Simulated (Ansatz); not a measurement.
Molecule: sum formula H10Si4O, net charge 0, singlet state. 
Structure (B3LYP-D3(BJ)/def2-TZVP (Ansatz, a first-principles code) minimum search):
```xyz
15

O     -0.2888    -0.1770     2.0109
Si    -0.0599    -0.0316     0.3602
Si     2.2573    -0.0171     0.0097
Si    -0.9936     1.9605    -0.4772
Si    -1.0209    -1.8310    -0.8148
H     -1.1926    -0.1995     2.3369
H      2.8793    -1.2764     0.4850
H      2.8966     1.1295     0.6992
H      2.4967     0.1112    -1.4498
H     -2.4470     2.0198    -0.1721
H     -0.3460     3.1569     0.1152
H     -0.8227     2.0047    -1.9509
H     -0.8487    -1.6165    -2.2734
H     -0.3911    -3.1223    -0.4440
H     -2.4753    -1.9226    -0.5232
```

Property: atomisation energy (electronic, to ground-state atoms), in kJ/mol. Correlated levels leave the core frozen unless marked. UHF or UKS for open shells. No spin-orbit coupling. Non-relativistic. The coupled-cluster limit lacks core correlation, which all-electron functionals hold. CBS(X,Y): correlation extrapolated as X^-3; Hartree-Fock from the larger set.

| level | program | atomisation energy (kJ/mol) |
|---|---|---|
| SVWN5/def2-TZVPD | Ansatz | 5056.4 |
| PBE-D4/def2-TZVPD | Ansatz + dftd4 | ___ |
| r2SCAN/def2-TZVPD | Ansatz | 4558.7 |
| B3LYP/def2-TZVPD | Ansatz | ___ |
| CCSD/cc-pV(Q+d)Z | Ansatz | 4490.2 |
| CCSD(T)/CBS(cc-pV(T+d)Z,cc-pV(Q+d)Z) | Ansatz | ___ |

Q: Fill in the missing entries.

A: 
- PBE-D4/def2-TZVPD, atomisation energy (kJ/mol): 4529.7
- B3LYP/def2-TZVPD, atomisation energy (kJ/mol): 4498.6
- CCSD(T)/CBS(cc-pV(T+d)Z,cc-pV(Q+d)Z), atomisation energy (kJ/mol): 4592.7
